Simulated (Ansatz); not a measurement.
One change: `C[O][K]` becomes `C[O][GeH]`.

Ansatz, PBE0-D4/def2-TZVP geometries, multiplicity 1. 

Scalar relativity is left out up to krypton.

```json
{"property": "HOMO energy (B3LYP/def2-TZVPP) / eV", "`C[O][K]`": "-4.23"}
{"property": "HOMO energy (ωB97M-V/def2-TZVPP) / eV", "`C[O][K]`": "-6.82"}
{"property": "HOMO–LUMO gap (PBE0/def2-TZVPP) / eV", "`C[O][K]`": "3.41"}
{"property": "HOMO–LUMO gap (PBE/def2-TZVPP) / eV", "`C[O][K]`": "1.55"}
{"property": "LUMO energy (B3LYP/def2-TZVPP) / eV", "`C[O][K]`": "-1.28"}
{"property": "LUMO energy (PBE0/def2-TZVPP) / eV", "`C[O][K]`": "-1.00"}
```

Problem. Give the same properties after the change, and the shifts. (Best estimate.)

Solution. The calculation gave: 
| property | `C[O][GeH]` | shift |
| --- | --- | --- |
| HOMO energy (B3LYP/def2-TZVPP) / eV | -6.70 | -2.47 |
| HOMO energy (ωB97M-V/def2-TZVPP) / eV | -9.01 | -2.19 |
| HOMO–LUMO gap (PBE0/def2-TZVPP) / eV | 4.69 | 1.28 |
| HOMO–LUMO gap (PBE/def2-TZVPP) / eV | 2.80 | 1.25 |
| LUMO energy (B3LYP/def2-TZVPP) / eV | -2.40 | -1.12 |
| LUMO energy (PBE0/def2-TZVPP) / eV | -2.17 | -1.17 |

With PBE0 the HOMO falls by 2.45 eV and the LUMO falls by 1.17 eV, so the gap widens by about 1.28 eV. PBE moves the HOMO by -2.73 eV and ωB97M-V by -2.19 eV. The zero-point energy changes by 23.6 kJ/mol with +3 modes.

B3LYP here is the variant with VWN-RPA as its local correlation; programs differ in this.
